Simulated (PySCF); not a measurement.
Coordinates in bohr (charge 1 multiplicity 4):
```
Nd    0.0000    0.0000   -0.0279
H     3.0476    0.0000    1.9677
H    -3.0476    0.0000    1.9677
```

All numbers come from UPBE0 in PySCF with Nd def2-TZVP with ECP28, H def2-TZVP; scalar-relativistic core potentials, no spin–orbit coupling; density-fitted integrals.

This geometry of NdH₂⁺ is a stationary point at this level.

(1) What is the point group?

(2) Is it a minimum?

(3) What are the dipole moment and the gap between the highest occupied and lowest empty levels of either spin?

(4) Give the ideal-gas entropy at 298.15 K and 1 bar by parts.

## Answers

(1) C2v.

(2) Yes: all harmonic wavenumbers are real.

(3) 3.75 D about the centre of mass and 3.96 eV.

(4) translation 170.8, rotation 61.3, vibration 2.3, spin 11.5; total 245.9 J/(mol K).

Only a few start shapes were tried, so a lower isomer may exist. With open d or f shells other occupations or spin states may lie lower. The pruned grid is coarse for the open f shell: energies are uncertain by about 2 kJ/mol and soft modes are noisy. At this level a broken-symmetry Ms = 3/2 minimum of C2v symmetry lies 33 kJ/mol below this structure. Spin–orbit coupling, left out here, can matter for elements this heavy.
